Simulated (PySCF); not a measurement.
## Mn³⁺ (manganese, charge +3) across methods

[Ar] 3d4, high-spin 5D determinant. All numbers are calculated (PySCF 2.14, scalar relativity by spin-free X2C-1e, in x2c-TZVPPall with one added diffuse shell each of s, p, d, f type (7s6p5d3f1g, 80 functions)). The B2PLYP total includes its PT2 part (frozen core); its orbital energies are those of the SCF part.

| method | E (hartree) | mean ε 3p α (eV) | mean ε 3p β (eV) | mean ε 3d α (eV) | Σ⟨r²⟩ (bohr²) | ⟨S²⟩ |
| --- | --- | --- | --- | --- | --- | --- |
| PBE | -1156.180 | -91.919 | -87.317 | -42.808 | 13.23 | 6.000 |
| UHF | -1155.41808 | -109.62 | -97.923 | -52.991 | 13.03 | 6.002 |
| B2PLYP | -1156.188 | -101.38 | -93.267 | -48.303 | 13.12 | 6.001 |
| r2SCANh | -1156.407 | -95.553 | -89.211 | -44.358 | 13.11 | 6.001 |
| r2SCAN | -1156.409 | -93.927 | -88.089 | -43.303 | 13.13 | 6.001 |
| PBE0 | -1156.230 | -96.602 | -90.379 | -45.561 | 13.15 | 6.001 |
| PW91 | -1156.491 | -92.003 | -87.432 | -42.916 | 13.22 | 6.000 |
| M06 | -1156.412 | -96.448 | -90.613 | -45.264 | 13.11 | 6.001 |
| LDA | -1153.953 | -91.816 | -87.400 | -42.938 | 13.24 | 6.000 |
